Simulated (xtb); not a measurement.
Cl2Hg, charge +1, doublet, at a GFN2-xTB geometry (such geometries of metal compounds can be far from the true shape) (a state made from the parent by changing its charge; the spin is typed, not shown lowest), atoms displaced at random by about 0.1 Å a coordinate. Base run: GFN2-xTB (xtb 6.7.1).

Input for xtb:
```
$ xtb mol.xyz --gfn 2 --chrg 1 --uhf 1 --opt --json

# file mol.xyz
3

Hg     0.01675156    -0.22137185     0.00978841
Cl     0.01926984    -0.04925882    -2.39645550
Cl    -0.09576934     0.00646161     2.51289057
```

Each row names what was changed in the base input (with any setting that the change needs).

```csv
change,ΔE vs base (kJ/mol),optimiser steps
base,0.00,4
opt level = loose,0.00,4
alpb = dmso,-205.5,5
opt level = sloppy,0.01,3
engine = lbfgs,0.00,-
opt level = lax,0.00,4
opt level = extreme,0.00,6
engine = inertial,0.11,-
opt level = tight,0.00,5
alpb = ether,-181.2,5
```
